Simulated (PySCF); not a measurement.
First SCF of a structure search on singlet TiF2, at a hand-made linear geometry. PySCF input:

```python
from pyscf import gto, scf, dft
mol = gto.M(atom='''
Ti     0.000000     0.000000     0.000000
F      0.000000     0.000000     2.000000
F      0.000000     0.000000    -2.000000''',
    basis={'Ti': 'def2-TZVP', 'F': 'def2-TZVP'},
    charge=0, spin=0)
mf = dft.RKS(mol, xc='PBE0')
mf.grids.atom_grid = (50, 194)
aux = {'Ti': 'def2-universal-JKFIT', 'F': 'def2-universal-JKFIT'}
mf = mf.density_fit(auxbasis=aux)
mf.conv_tol = 1e-08
mf.diis_space = 10
mf.max_cycle = 60
mf.init_guess = 'minao'
mf.verbose = 4
mf.kernel()
```

Excerpt of the output (cycles and frontier levels):

```
init E= -1048.43353247725
  HOMO = -0.16777563436382  LUMO = -0.126461440015052  gap/eV = 1.12422
cycle= 1 E= -1048.43873526352  delta_E= -0.0052  |g|= 1.26  |ddm|= 1.27
  HOMO = -0.271658908024913  LUMO = -0.260420560774484  gap/eV = 0.30581
cycle= 2 E= -1022.62535686776  delta_E= 25.8  |g|= 10.8  |ddm|= 4.13
cycle= 3 E= -1048.02568725264  delta_E= -25.4  |g|=  2.3  |ddm|= 3.81
  HOMO = -0.260576149265117  LUMO = -0.231529129897578  gap/eV = 0.79041
cycle= 4 E= -1048.69172349581  delta_E= -0.666  |g|= 1.02  |ddm|= 0.446
  HOMO = -0.197412831517006  LUMO = -0.134669833596412  gap/eV = 1.70732
cycle= 5 E= -1048.87005385063  delta_E= -0.178  |g|= 0.25  |ddm|= 0.387
  HOMO = -0.20502275625109  LUMO = -0.125632130632257  gap/eV = 2.16033
cycle= 6 E= -1048.88012134849  delta_E= -0.0101  |g|= 0.102  |ddm|= 0.114
  HOMO = -0.191744376880862  LUMO = -0.105625758041833  gap/eV = 2.34341
cycle= 7 E= -1048.88194988461  delta_E= -0.00183  |g|= 0.0113  |ddm|= 0.0673
  HOMO = -0.194172234159332  LUMO = -0.107128462942479  gap/eV = 2.36858
cycle= 8 E= -1048.88197808148  delta_E= -2.82e-05  |g|= 0.00126  |ddm|= 0.00631
  HOMO = -0.194374042020861  LUMO = -0.107320607062277  gap/eV = 2.36884
cycle= 9 E= -1048.88197835952  delta_E= -2.78e-07  |g|= 0.000214  |ddm|= 0.000729
  HOMO = -0.194380535375835  LUMO = -0.107331479105295  gap/eV = 2.36873
cycle= 10 E= -1048.88197836805  delta_E= -8.53e-09  |g|= 2.71e-05  |ddm|= 0.000116
  HOMO = -0.194372986840449  LUMO = -0.107327513762974  gap/eV = 2.36863
Extra cycle  E= -1048.88197836783  delta_E= 2.26e-10  |g|= 5.15e-05  |ddm|= 4.03e-05
converged SCF energy = -1048.88197836783
```

No lower solution of this spin was found from smeared starts or by a stability analysis within the restricted form, which does not test spin polarisation.

At the minimum of this search the closed-shell solution is unstable towards spin polarisation, so a lower open-shell solution exists.

The search for the lowest solution, 3 starts and the stability check together, took 6.5 s on 2 threads of a shared Arm Neoverse V2 host, with 107 basis functions; the process peaked at 0.4 GiB. Launch command: `OMP_NUM_THREADS=2 python axn.py task.json out`.
